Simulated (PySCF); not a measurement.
## Working out the excitation energy of Be

Be [He] 2s2 (1S) → Be [He] 2s1 3s1 (3S). Computed with PySCF 2.14 in aug-cc-pVDZ-DK, with the spin-free X2C one-electron Hamiltonian (Gaussian nucleus). Frozen: 1s2. Energies in hartree (1 hartree = 27.21139 eV):

```
            part  Be (lower)  Be (upper)
             UHF  -14.574886  -14.376633
CCSD correlation   -0.044504   -0.004418
             (T)    0.000000    0.000000
```

Question: What does Hartree-Fock give?

Answer: (-14.376633) − (-14.574886) = 0.198253 hartree = 5.395 eV.

Question: What do CCSD and CCSD(T) give?

Answer: The CCSD correlation energies differ by 0.040086 hartree = 1.091 eV and the triples by 0.000000 hartree = 0.000 eV, so CCSD gives 6.486 eV and CCSD(T) 6.486 eV.

Measured between the centres of the two terms (NIST): 6.457 eV, so CCSD(T) (valence) is off by 0.029 eV.

A double-zeta basis recovers only part of the correlation energy.

What remains against the reference includes basis incompleteness, the frozen core and higher excitations.
